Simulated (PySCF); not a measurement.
This PySCF input asks for the NMR shieldings of `[Si@H]1([SiH3])[SiH2][Si@@H](N)S1`, H$_{9}$NSSi$_{4}$; the geometry comes from GFN2-xTB.

```python
import basis_set_exchange as bse
import numpy as np
from pyscf import gto, dft
from pyscf.prop import nmr

atoms = """
N     2.570856   -0.451765    0.755547
Si    1.965127   -0.157034   -0.829741
Si    0.455736    1.611408   -0.863133
Si   -1.200407   -0.054047   -1.061449
Si   -2.781604   -0.549382    0.558423
S     0.361322   -1.611699   -1.095451
H     3.381069    0.048343    1.081350
H     2.593522   -1.404208    1.085826
H     2.914369   -0.427494   -1.913158
H     0.609858    2.557178   -1.976983
H     0.376328    2.456536    0.335469
H    -1.765854   -0.137397   -2.417862
H    -2.766584   -1.924514    1.054468
H    -4.126631   -0.279354    0.042263
H    -2.591521    0.331417    1.716865
"""
names = dict.fromkeys(["N", "Si", "S", "H"], "pcSseg-1")
basis = {el: gto.basis.parse(bse.get_basis(n, elements=[el], fmt="nwchem")) for el, n in names.items()}
mol = gto.M(atom=atoms, basis=basis, charge=0, verbose=0)
mf = dft.RKS(mol, xc="PBE0")
mf.grids.level = 2
mf.grids.alignment = dft.numint.BLKSIZE   # the property module wants whole blocks of grid points
mf.conv_tol = 1e-9
mf.kernel()

calc = nmr.RKS(mf)   # GIAO
C = mf.mo_coeff
Co = C[:, mf.mo_occ > 0]
resp = mf.gen_response(singlet=True, hermi=2)
def vind(x):   # induced exchange potential for any number of trial vectors
    d = np.einsum("pi,xij,qj->xpq", C, 2 * x.reshape(-1, C.shape[1], Co.shape[1]), Co, optimize=True)
    return np.einsum("xpq,pi,qj->xij", resp(d - d.transpose(0, 2, 1)), C, Co, optimize=True).ravel()
mo1, _ = nmr.rhf.solve_mo1(calc, with_cphf=vind)
sigma = calc.kernel(mo1)
for i, s in enumerate(sigma):   # ppm
    print("%2d %-2s %9.2f" % (i, mol.atom_pure_symbol(i), np.trace(s) / 3))
```

**Question.** Give the expected output.

**Answer.** 
```
 0 N     241.44
 1 Si    343.11
 2 Si    423.46
 3 Si    391.21
 4 Si    455.12
 5 S     686.40
 6 H      31.62
 7 H      31.09
 8 H      25.35
 9 H      27.23
10 H      27.37
11 H      26.11
12 H      27.92
13 H      28.06
14 H      27.99
```

These numbers come from an equivalent density-fitted implementation of the same equations, which agrees with the script to about 0.01 ppm for H and up to a few tenths of a ppm for heavy atoms, so last digits may differ.

**Question.** Turn these shieldings into chemical shifts. Chemical shifts δ = σref − σ; 15N (σ = 267.73 ppm) against NH3; 29Si (σ = 349.16 ppm) and 1H (σ = 31.72 ppm) vs TMS; CS2 for 33S (σ = 503.73 ppm), all at this level.

**Answer.** Averaging equivalent atoms: N 0: 26.3; Si 1: 6.0; Si 3: -42.1; Si 2: -74.3; Si 4: -106.0; S 5: -183; H 8: 6.36; H 11: 5.61; H 9: 4.48; H 10: 4.35; H 12/13/14: 3.73; H 6/7: 0.36 ppm. Experimental scales use liquid or dissolved standards, which lie at an offset from isolated NH3 (liquid NH3: subtract about 20 ppm).

Size and cost of the density-fitted run: 182 basis functions, 56 s wall time on 1 thread of an Arm Neoverse N1, shared host; peak memory 0.77 GiB.
